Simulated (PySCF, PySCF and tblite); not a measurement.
A run on one conformer of C₉H₁₇F₃, numbered as in [CH3:1][CH:2]([CH3:3])[CH2:4][CH2:5][CH2:6][C@H:7]([CH3:8])[C:9]([F:10])([F:11])[F:12], from an ensemble study. The sound level was PBE0/6-31G* on GFN2-xTB geometries.

Input:

```
{"job": {"xc": "PBE0", "basis": "6-31G*", "scf": {"max_cycle": 2}, "kind": "nmr", "pop": false}, "charge": 0, "multiplicity": 1}
C     -3.668992     1.177686     0.051811
C     -2.569454     0.259588    -0.479705
C     -2.909239    -1.194327    -0.159546
C     -1.219299     0.674832     0.115446
C     -0.023590    -0.035876    -0.515284
C      1.289297     0.492033     0.058542
C      2.524529    -0.126078    -0.608710
C      2.698903    -1.610475    -0.293584
C      3.764483     0.624530    -0.141919
F      3.951304     0.545910     1.184359
F      3.715288     1.934383    -0.439060
F      4.890523     0.159917    -0.709742
H     -4.632406     0.908693    -0.374959
H     -3.460850     2.215079    -0.200128
H     -3.738751     1.095219     1.134404
H     -2.518451     0.374142    -1.568540
H     -3.898758    -1.441062    -0.537717
H     -2.196688    -1.876412    -0.615598
H     -2.904956    -1.355879     0.916412
H     -1.096207     1.751821    -0.022087
H     -1.228428     0.480021     1.190218
H     -0.037102     0.123678    -1.595944
H     -0.097591    -1.106762    -0.329937
H      1.326827     0.290562     1.131344
H      1.322388     1.575641    -0.078074
H      2.470679     0.021639    -1.692880
H      3.625357    -1.984521    -0.723451
H      1.874263    -2.180340    -0.709768
H      2.727014    -1.765692     0.782702
```

Command: OMP_NUM_THREADS=1 python ens_run.py task.json out

Output:

```
final grid: 227008 points
cycle   1  E = -651.8437621884  dE =  1.365e+00  |g| = 9.849e-01  |ddm| = 4.549e+00
cycle   2  E = -651.7093370103  dE =  1.344e-01  |g| = 1.361e+00  |ddm| = 1.568e+00
SCF not converged, last energy = -651.7093370103
```

**Question.** What is wrong with this calculation?

**Answer.** The setting at fault: too few SCF cycles. No converged result was reached.
